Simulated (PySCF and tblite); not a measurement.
Values are calculated unless marked as measured or tabulated.
System: C6H8O2, numbered as in [CH2:1]=[CH:2]/[C:3]([OH:4])=[CH:5]/[C:6]([CH3:7])=[O:8].

Geometries: GFN2-xTB; energies: PBE0/pcSseg-1 + D3(BJ), IEF-PCM benzene; zero-point and thermal terms from GFN2-xTB harmonic modes (soft modes blended into free rotors). Rates follow Eyring's equation with the number of equivalent paths and no tunnelling. Run with tblite and PySCF.

Q: How high is the barrier to the rotation about the C5–C6 bond (torsion C3–C5–C6–C7 from -180° to -1°, rising), through which structure does it pass, and what rate follows at 298 K?

A: The electronic barrier is 19.9 kcal/mol and ΔG‡(298 K) 19.5 kcal/mol, over a C1 saddle with an imaginary mode of 95i cm⁻¹ (GFN2-xTB). With 2 equivalent paths, k is 0.063 s⁻¹, a mean lifetime of the start of 16 s against this motion. The end lies 12.2 kcal/mol above the start in free energy.
